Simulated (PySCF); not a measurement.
**Dipole moment and polarisability of `Oc1cnncc1F`**

Species: C₄H₃FN₂O.
Numbering: `[OH:1][c:2]1[cH:3][n:4][n:5][cH:6][c:7]1[F:8]` (hydrogens: H9 on O1; H10 on C3; H11 on C6)

Cartesian coordinates in Å at the GFN2-xTB level; atoms count from 1:
```
atom  x, y, z in Å
O1     2.094    0.175   -0.402
C2     0.788   -0.064   -0.223
C3     0.187   -1.234   -0.717
N4    -1.088   -1.502   -0.561
N5    -1.879   -0.689    0.068
C6    -1.416    0.439    0.571
C7    -0.080    0.793    0.447
F8     0.400    1.950    0.961
H9     2.344    1.021   -0.001
H10    0.777   -1.963   -1.251
H11   -2.121    1.076    1.083
```

Level: PBE0/def2-SVPD (PySCF), static field, nuclei fixed, core orbitals frozen in the response. The polarisability tensor in these axes (au):

```
x   75.76  4.03 -6.81
y    4.03 64.53 13.64
z   -6.81 13.64 46.66
```

Problem. What are the eigenvalues, a third of the trace, and Δα (Δα² = ½Σ(αi − αj)² over the three pairs)?

Solution. Principal values 37.64, 71.89 and 77.42 au; mean 62.32 au = 9.23 Å³ = 10.27 × 10⁻⁴⁰ C²·m²/J; Δα = 37.32 au (60 % of the mean).

Problem. What is the dipole moment, and where does it point?

Solution. (2.78, 2.44, 0.67) D, 3.76 D in size, pointing from the negative to the positive side. Measured along this direction, the outermost atoms are N4 and N5 at the negative end and H9 at the positive end.

Problem. In TDDFT the mean static polarisability is Σ f/ω² over all singlet excitations (ω in hartree). How much of it do the 6 lowest give? Their energies (eV) and oscillator strengths: 3.89, 0.0028; 4.04, 0.0004; 5.66, 0.0113; 5.85, 0.0005; 6.23, 0.0003; 6.24, 0.0705.

Solution. They add up to 1.77 au, 2.8 % of the 62.32 au; the largest single term is 1.34 au, from the state at 6.24 eV. Terms in order: 0.14, 0.02, 0.26, 0.01, 0.00, 1.34 au. Higher excitations give the rest. The strengths listed sum to 0.086.

Problem. Orientational against electronic polarisability at 273 K (dilute gas, rigid molecules)?

Solution. In Gaussian units μ²/3kT = 124.72 Å³ against 9.23 Å³, a ratio of 13.51; the Debye molar polarisation (4π/3)N_A(α + μ²/3kT) is 337.9 cm³/mol, leaving out the vibrational part.

Problem. Find the Langevin capture rate constant for NH4+ (18.034 u) meeting this molecule (114.023 u), k = 2.342 × 10⁻⁹ cm³/s × √(α in Å³ / reduced mass in u).

Solution. The reduced mass is 15.57 u, so k = 1.80 × 10⁻⁹ cm³/s. The formula leaves out the permanent dipole, which adds to the capture rate.

The structure is a single GFN2-xTB conformer in the gas phase; no vibrational or solvent corrections.
